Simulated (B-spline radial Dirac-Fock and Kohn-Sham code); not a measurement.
# Xe⁷⁺: eigenvalues, ΔSCF and the reference

System: xenon as Xe⁷⁺, [Kr] 4d10 5s1.

The density-functional columns are spherical, spin-unpolarised Dirac-Kohn-Sham results without Breit or QED terms: −ε is minus the orbital energy of the initial state and ΔSCF the difference of two total energies. The reference in the last column comes from relaxed Dirac-Fock hole states (ΔSCF) with Breit and QED corrections and a finite nucleus. All numbers are from a B-spline atomic structure program, in eV; a selection of levels is shown. For the 1s level of heavy atoms much of the gap between ΔSCF and the reference is the Breit and QED part, -123.4 eV here; for other levels the error of the functional can be larger.

```tsv
level	PBE −ε	PBE ΔSCF	LDA −ε	LDA ΔSCF	Dirac-Fock
K (1s)	34440.6	34815.8	34403.2	34777.3	34664.4
L1 (2s)	5438.2	5508.6	5433.6	5504.3	5558.1
L2 (2p1/2)	5115.3	5202.5	5113.6	5200.9	5207.1
L3 (2p3/2)	4790.6	4871.9	4789.4	4870.8	4886.6
M1 (3s)	1187.2	1213.6	1185.9	1212.4	1249.3
M2 (3p1/2)	1052.9	1080.2	1052.6	1079.9	1103.5
M3 (3p3/2)	991.2	1017.5	991.0	1017.4	1041.3
M4 (3d3/2)	754.9	784.0	755.3	784.4	787.5
M5 (3d5/2)	741.8	770.6	742.3	771.1	774.8
N2 (4p1/2)	242.1	255.3	242.0	255.3	264.3
N3 (4p3/2)	229.6	242.6	229.5	242.4	251.8
N4 (4d3/2)	152.0	164.1	152.2	164.3	163.0
N5 (4d5/2)	150.0	161.9	150.1	162.1	161.0
O1 (5s)	99.70	106.7	100.3	107.1	104.2
```

Task: Order the estimates of the K (1s) level by their distance from the Dirac-Fock value, nearest first.
A. LDA −ε
B. LDA ΔSCF
C. PBE ΔSCF
D. PBE −ε

Result: B (113.0 eV), C (151.5 eV), D (223.8 eV), A (261.2 eV).

For the outermost level NIST gives 105.9778 eV (measured); the differences from it are PBE −ε -6.27, PBE ΔSCF +0.68, LDA −ε -5.67, LDA ΔSCF +1.12, Dirac-Fock -1.81 eV.

Values without a named source are computed, but for edge energies of neutral atoms, which are taken from tables.
